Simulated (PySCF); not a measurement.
A GIAO shielding run with PySCF 2.14.0 with density-fitted response routines (density fitting, non-relativistic, gas phase) on `C=C(Cl)CC[SiH2][SiH2]O`, C4H11ClOSi2:

```
$ OMP_NUM_THREADS=1 python probes_run.py task.json out

{"job": {"kind": "nmr", "xc": "PBE0", "basis": "pcSseg-1"}, "charge": 0, "multiplicity": 1}
C     -1.430350     1.820074    -0.471821
C     -1.889837     0.586180    -0.569392
Cl    -3.489530     0.205752    -0.005475
C     -1.137904    -0.585586    -1.110179
C     -0.686001    -1.527247     0.010808
Si     0.573692    -0.726386     1.203815
Si     2.447523     0.017901     0.088752
O      1.924009     1.301987    -0.780312
H     -2.014258     2.622373    -0.057164
H     -0.434549     2.052018    -0.805060
H     -0.267026    -0.216911    -1.655125
H     -1.779467    -1.128792    -1.810514
H     -0.241167    -2.414862    -0.443914
H     -1.563212    -1.869261     0.562030
H      0.955398    -1.784848     2.154353
H     -0.116388     0.296772     2.000714
H      3.063280    -0.933456    -0.851875
H      3.550970     0.464955     0.950137
H      2.525013     1.828586    -1.301038
```

Hardware: 1 thread of an Arm Neoverse N1, shared host. The job also computes population analyses, field gradients.

Question: How large is the calculation?

Answer: 88 electrons, 212 basis functions and 1170 auxiliary functions.

Question: How long does it take, and how much memory does it need?

Answer: 69 s of wall time, with 14 SCF cycles and 5 response iterations; peak memory 1.1 GiB. Times on a shared host scatter by some tens of per cent.
